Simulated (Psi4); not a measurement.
C4H9Cl, charge +1, quartet, at the geometry of the source list (a state made from the parent by changing its charge; the spin is typed, not shown lowest); MP2/STO-3G run with Psi4 1.11.

Here is a job for Psi4.
```
memory 2 GB

molecule {
1 4
  C    -0.29870000    1.42610000   -0.00900000
  C     0.03130000   -0.01950000    0.33420000
  C     1.35980000   -0.44630000   -0.27350000
  C    -1.09450000   -0.95900000   -0.07370000
  Cl    0.19950000   -0.12440000    2.13160000
  H    -0.40810000    1.53000000   -1.08640000
  H    -1.22760000    1.72970000    0.46690000
  H     0.49440000    2.08950000    0.32670000
  H     2.16100000    0.20780000    0.06090000
  H     1.60270000   -1.46570000    0.01550000
  H     1.29810000   -0.39630000   -1.35850000
  H    -1.22680000   -0.92380000   -1.15290000
  H    -2.02740000   -0.66720000    0.40190000
  H    -0.86380000   -1.98090000    0.21630000
}

set basis sto-3g
set reference uhf

energy('mp2')
print_variables()
```

The log (banner, timings and long lists left out):

```
    SCF Algorithm Type (re)set to DF.

   => Loading Basis Set <=

    Name: STO-3G
    Role: ORBITAL
    Keyword: BASIS

         ---------------------------------------------------------
                                   SCF
               by Justin Turney, Rob Parrish, Andy Simmonett
                          and Daniel G. A. Smith
                              UHF Reference
         ---------------------------------------------------------

  ==> Geometry <==

    Molecular point group: c1
    Full point group: C1

    Geometry (in Angstrom), charge = 1, multiplicity = 4:

       Center              X                  Y                   Z               Mass
    ------------   -----------------  -----------------  -----------------  -----------------
         C           -0.372060426276     1.471846360738    -0.792899007887    12.000000000000
         C           -0.042060426276     0.026246360738    -0.449699007887    12.000000000000
         C            1.286439573724    -0.400553639262    -1.057399007887    12.000000000000
         C           -1.167860426276    -0.913253639262    -0.857599007887    12.000000000000
         CL           0.126139573724    -0.078653639262     1.347700992113    34.968852682000
         H           -0.481460426276     1.575746360738    -1.870299007887     1.007825032230
         H           -1.300960426276     1.775446360738    -0.316999007887     1.007825032230
         H            0.421039573724     2.135246360738    -0.457199007887     1.007825032230
         H            2.087639573724     0.253546360738    -0.722999007887     1.007825032230
         H            1.529339573724    -1.419953639262    -0.768399007887     1.007825032230
         H            1.224739573724    -0.350553639262    -2.142399007887     1.007825032230
         H           -1.300160426276    -0.878053639262    -1.936799007887     1.007825032230
         H           -2.100760426276    -0.621453639262    -0.381999007887     1.007825032230
         H           -0.937160426276    -1.935153639262    -0.567599007887     1.007825032230

  Running in c1 symmetry.

  Rotational constants: A =      0.15213  B =      0.10178  C =      0.10178 [cm^-1]
  Rotational constants: A =   4560.72571  B =   3051.27903  C =   3051.24651 [MHz]
  Nuclear repulsion =  242.347989426229219

  Charge       = 1
  Multiplicity = 4
  Electrons    = 49
  Nalpha       = 26
  Nbeta        = 23

  ==> Algorithm <==

  SCF Algorithm Type is DF.
  DIIS enabled.
  MOM disabled.
  Fractional occupation disabled.
  Guess Type is SAD.
  Energy threshold   = 1.00e-08
  Density threshold  = 1.00e-08
  Integral threshold = 1.00e-12

  ==> Primary Basis <==

  Basis Set: STO-3G
    Blend: STO-3G
    Number of shells: 26
    Number of basis functions: 38
    Number of Cartesian functions: 38
    Spherical Harmonics?: true
    Max angular momentum: 1

   => Loading Basis Set <=

    Name: (STO-3G AUX)
    Role: JKFIT
    Keyword: DF_BASIS_SCF

  ==> Integral Setup <==

  SCF_SUBTYPE=INCORE selected. In-core MEM_DF algorithm will be used.
  Using in-core AOs.

  ==> MemDFJK: Density-Fitted J/K Matrices <==

    J tasked:                   Yes
    K tasked:                   Yes
    wK tasked:                   No
    Algorithm:                 Core
    Schwarz Cutoff:           1E-12
    Mask sparsity (%):       2.6316
    Fitting Condition:        1E-10

   => Auxiliary Basis Set <=

  Basis Set: (STO-3G AUX)
    Blend: DEF2-UNIVERSAL-JKFIT
    Number of shells: 192
    Number of basis functions: 590
    Number of Cartesian functions: 691
    Spherical Harmonics?: true
    Max angular momentum: 4

  Minimum eigenvalue in the overlap matrix is 2.0235203812E-01.
  Reciprocal condition number of the overlap matrix is 7.8297426898E-02.
    Using symmetric orthogonalization.

  ==> Pre-Iterations <==

  SCF Guess: Superposition of Atomic Densities via on-the-fly atomic UHF (no occupation information).

   -------------------------
    Irrep   Nso     Nmo
[...]
    ---------------------

    Alpha Occupied:

[...]
    Alpha Virtual:

[...]
    Beta Occupied:

[...]
    Beta Virtual:

[...]
    Final Occupation by Irrep:
              A
    DOCC [    23 ]
    SOCC [     3 ]
    NA   [    26 ]
    NB   [    23 ]

  @DF-UHF Final Energy:  -608.80605464206133

   => Energetics <=

    Nuclear Repulsion Energy =            242.3479894262292191
    One-Electron Energy =               -1305.4563698630427098
    Two-Electron Energy =                 454.3023257947522779
    Total Energy =                       -608.8060546420613264

  UHF NO Occupations:
  HONO-2 :   24  A 1.0000000
  HONO-1 :   25  A 1.0000000
  HONO-0 :   26  A 1.0000000
  LUNO+0 :   27  A 0.0002948
  LUNO+1 :   28  A 0.0002136
  LUNO+2 :   29  A 0.0002135
  LUNO+3 :   30  A 0.0002014

Computation Completed

Properties will be evaluated at   0.000000,   0.000000,   0.000000 [a0]

Properties computed using the SCF density matrix

 Multipole Moments:

 ------------------------------------------------------------------------------------
     Multipole            Electronic (a.u.)      Nuclear  (a.u.)        Total (a.u.)
 ------------------------------------------------------------------------------------

 L = 1.  Multiply by 2.5417464519 to convert [e a0] to [Debye]
 Dipole X            :          0.9585525           -0.9195810            0.0389715
 Dipole Y            :         -0.5976220            0.5733770           -0.0242450
 Dipole Z            :         10.2410027           -9.8253483            0.4156544
 Magnitude           :                                                    0.4181808

 ------------------------------------------------------------------------------------

  //>>>>>>>>>>>>>>>>>>>>>>>>>>>>>>>>>>>//
  //               DFMP2               //
  //<<<<<<<<<<<<<<<<<<<<<<<<<<<<<<<<<<<//

   => Loading Basis Set <=

    Name: (STO-3G AUX)
    Role: RIFIT
    Keyword: DF_BASIS_MP2

	 --------------------------------------------------------
	                          DF-MP2
	      2nd-Order Density-Fitted Moller-Plesset Theory

	        Rob Parrish, Justin Turney, Andy Simmonett,
	           Ed Hohenstein, and C. David Sherrill
	 --------------------------------------------------------

	 --------------------------------------------------------
	                 NBF =    38, NAUX =   380
	 --------------------------------------------------------
	   CLASS    FOCC     OCC    AOCC    AVIR     VIR    FVIR
	   ALPHA       0      26      26      12      12       0
	    BETA       0      23      23      15      15       0
	 --------------------------------------------------------

	-----------------------------------------------------------
	 ==================> DF-MP2 Energies <====================
	-----------------------------------------------------------
	 Reference Energy          =    -608.8060546420613264 [Eh]
	 Singles Energy            =      -0.0000000000000000 [Eh]
	 Same-Spin Energy          =      -0.0423984913017753 [Eh]
	 Opposite-Spin Energy      =      -0.1783227854717040 [Eh]
	 Correlation Energy        =      -0.2207212767734792 [Eh]
	 Total Energy              =    -609.0267759188348009 [Eh]
	-----------------------------------------------------------
	 ================> DF-SCS-MP2 Energies <==================
	-----------------------------------------------------------
	 SCS Same-Spin Scale       =       0.3333333333333333 [-]
	 SCS Opposite-Spin Scale   =       1.2000000000000000 [-]
	 SCS Same-Spin Energy      =      -0.0141328304339251 [Eh]
	 SCS Opposite-Spin Energy  =      -0.2139873425660448 [Eh]
	 SCS Correlation Energy    =      -0.2281201729999698 [Eh]
	 SCS Total Energy          =    -609.0341748150613057 [Eh]
	-----------------------------------------------------------

  Variable Map:
  ----------------------------------------------------------------------------
[...]
  Array Variable Map:
  ----------------------------------------------------------------------------
[...]
[...]
```
